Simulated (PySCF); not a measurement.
Isomers of C5H7FOS, mass 134.020 u with the commonest isotopes. Computed with PBE0/def2-SVPD in PySCF (dipole) on a GFN2-xTB geometry, gas phase. One conformer each, none proved a minimum here; rigid rotors.

**Question.** Order these by dipole moment, largest first.
A. `[CH3:1][O:2][CH2:3][S:4][C:5]1=[C:6]([F:7])[CH2:8]1` with C1–O2–C3–S4 -70°, O2–C3–S4–C5 -64°, C3–S4–C5–C6 -7°
B. `[O:1]=[S@@:2]1[CH:3]=[CH:4][CH2:5][CH2:6][C@H:7]1[F:8]` with O1–S2–C3–C4 -87°, C3–C4–C5–C6 13°, C4–C5–C6–C7 -52°, C5–C6–C7–F8 -47°
C. `[CH3:1][C:2]1=[CH:3][CH2:4][C@@H:5]([F:6])[S@@:7]1=[O:8]` with C2–C3–C4–C5 -12°, C3–C4–C5–F6 -97°, C4–C5–S7–O8 88°, C1–C2–S7–C5 -171°
D. `[CH3:1][CH2:2][C:3](=[O:4])[C@@H:5]1[S:6][C@H:7]1[F:8]` with C1–C2–C3–O4 -2°, C2–C3–C5–S6 -113°
E. `[CH2:1]=[CH:2][O:3][C:4](=[CH2:5])[S:6][CH2:7][F:8]` with C1–C2–O3–C4 -17°, C2–O3–C4–C5 136°, O3–C4–S6–C7 -137°, C4–S6–C7–F8 -83°
F. `[O:1]=[S@@:2]1[CH2:3][CH2:4][CH2:5][CH:6]=[C:7]1[F:8]` with O1–S2–C3–C4 -51°, S2–C3–C4–C5 -77°, C3–C4–C5–C6 49°, C4–C5–C6–C7 -10°

**Answer.** F (4.65 D), C (3.56 D), B (3.28 D), D (2.68 D), A (1.85 D), E (1.09 D).

**Question.** Order these by radius of gyration √(Σ m r²/M), largest first.
A. `[O:1]=[S@@:2]1[CH:3]=[CH:4][CH2:5][CH2:6][C@H:7]1[F:8]` with O1–S2–C3–C4 -87°, C3–C4–C5–C6 13°, C4–C5–C6–C7 -52°, C5–C6–C7–F8 -47°
B. `[O:1]=[S@@:2]1[CH2:3][CH2:4][CH2:5][CH:6]=[C:7]1[F:8]` with O1–S2–C3–C4 -51°, S2–C3–C4–C5 -77°, C3–C4–C5–C6 49°, C4–C5–C6–C7 -10°
C. `[CH2:1]=[CH:2][O:3][C:4](=[CH2:5])[S:6][CH2:7][F:8]` with C1–C2–O3–C4 -17°, C2–O3–C4–C5 136°, O3–C4–S6–C7 -137°, C4–S6–C7–F8 -83°
D. `[CH3:1][CH2:2][C:3](=[O:4])[C@@H:5]1[S:6][C@H:7]1[F:8]` with C1–C2–C3–O4 -2°, C2–C3–C5–S6 -113°

**Answer.** D (2.193 Å), C (2.107 Å), B (1.835 Å), A (1.773 Å).

**Question.** Order these by rotational constant A, smallest first.
A. `[O:1]=[S@@:2]1[CH:3]=[CH:4][CH2:5][CH2:6][C@H:7]1[F:8]` with O1–S2–C3–C4 -87°, C3–C4–C5–C6 13°, C4–C5–C6–C7 -52°, C5–C6–C7–F8 -47°
B. `[O:1]=[S@@:2]1[CH2:3][CH2:4][CH2:5][CH:6]=[C:7]1[F:8]` with O1–S2–C3–C4 -51°, S2–C3–C4–C5 -77°, C3–C4–C5–C6 49°, C4–C5–C6–C7 -10°
C. `[CH3:1][CH2:2][C:3](=[O:4])[C@@H:5]1[S:6][C@H:7]1[F:8]` with C1–C2–C3–O4 -2°, C2–C3–C5–S6 -113°
D. `[CH2:1]=[CH:2][O:3][C:4](=[CH2:5])[S:6][CH2:7][F:8]` with C1–C2–O3–C4 -17°, C2–O3–C4–C5 136°, O3–C4–S6–C7 -137°, C4–S6–C7–F8 -83°
E. `[CH3:1][C:2]1=[CH:3][CH2:4][C@@H:5]([F:6])[S@@:7]1=[O:8]` with C2–C3–C4–C5 -12°, C3–C4–C5–F6 -97°, C4–C5–S7–O8 88°, C1–C2–S7–C5 -171°

**Answer.** B (2205 MHz), A (2366 MHz), E (2415 MHz), D (3554 MHz), C (3646 MHz).

```
                 SMILES  point group  Ia (u·Å²)  Ib (u·Å²)  Ic (u·Å²)      κ  μa (D)  μb (D)  μc (D)
       O=[S@@]1CCCC=C1F           C1     229.20     260.34     413.48   0.46    3.37    2.30    2.22
           C=COC(=C)SCF           C1     142.19     484.69     562.67  -0.89    0.45    0.07    1.00
CC1=CC[C@@H](F)[S@@]1=O           C1     209.31     307.26     402.69  -0.33    0.01    3.56    0.04
 CCC(=O)[C@@H]1S[C@H]1F           C1     138.62     557.43     592.56  -0.96    1.65    0.11    2.11
          COCSC1=C(F)C1           C1     206.02     437.91     549.65  -0.69    1.77    0.50    0.20
   O=[S@@]1C=CCC[C@H]1F           C1     213.60     282.01     347.34  -0.26    3.20    0.62    0.37
```
